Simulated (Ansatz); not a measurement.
# Which is lower?

Two relaxed structures of AlH2SO2 (charge -1), singlet (PBE0-D4/def2-TZVPD; forces vanish, vibrations not checked).

A:

```json
{"atom": "O1", "x (Å)": "-0.5086", "y (Å)": "-0.6059", "z (Å)": "1.0525"}
{"atom": "Al2", "x (Å)": "-0.7804", "y (Å)": "1.2015", "z (Å)": "0.3617"}
{"atom": "O3", "x (Å)": "1.6377", "y (Å)": "-0.8335", "z (Å)": "-0.3774"}
{"atom": "S4", "x (Å)": "-0.0196", "y (Å)": "-0.9511", "z (Å)": "-0.4129"}
{"atom": "H5", "x (Å)": "1.8147", "y (Å)": "0.1215", "z (Å)": "-0.3158"}
{"atom": "H6", "x (Å)": "-2.3528", "y (Å)": "0.9712", "z (Å)": "-0.2123"}
```

B:

```xyz
6
angstrom
O 0.8627 -0.0950 -0.7504
Al -0.2651 -0.1232 0.6567
O 2.1205 -0.7327 -0.4462
S -1.9509 0.9986 -0.5009
H 2.0043 -1.0147 0.4802
H -2.7715 0.9670 0.5606
```

Computed with Ansatz 0.2.0 (basis: def2-TZVPPD); correlated methods freeze the cores. B3LYP uses VWN-RPA correlation.

Which structure is lower at CCSD(T), and by how much? (An estimate is asked for; the value comes from the calculation.)

Computed: B, by 15.0 kJ/mol (electronic energy, against the other). By their contacts, A is AlH₂SO₂ ([OH][S]1[O][AlH]1), total charge -1 and B is AlH₂SO₂ ([OH][O][Al][SH]), total charge -1.

Do the other methods give the same order? (A judgement: the text doesn't fix the answer.)

By the calculation: Not all: PBE-D4, r2SCAN-D4 give the other order.

```tsv
method	E(B) − E(A) (kJ/mol)
PBE-D4	3.6
r2SCAN-D4	2.9
PBE0-D4	-0.1
B3LYP-D4	-10.6
wB97M-V	-5.5
HF	-23.3
MP2	-3.5
CCSD	-18.9
CCSD(T)	-15.0
```

No T1 diagnostic of these runs exceeds 0.020. The restricted Hartree–Fock reference is unstable towards an unrestricted one at one or more of these structures.

Labels in which every atom is bracketed show which atoms are joined, not bond orders.

For scale, one of the runs: CCSD(T)/def2-TZVPPD, 213 basis functions, launched by `ansatz run in.yaml --threads 2 --pin off --events-out ev --progress --plain --max-ram 4352MiB`. The run took 87 s on 2 CPU threads of an Arm Neoverse V2 (shared host), with 2.9 GiB of host memory at its peak.
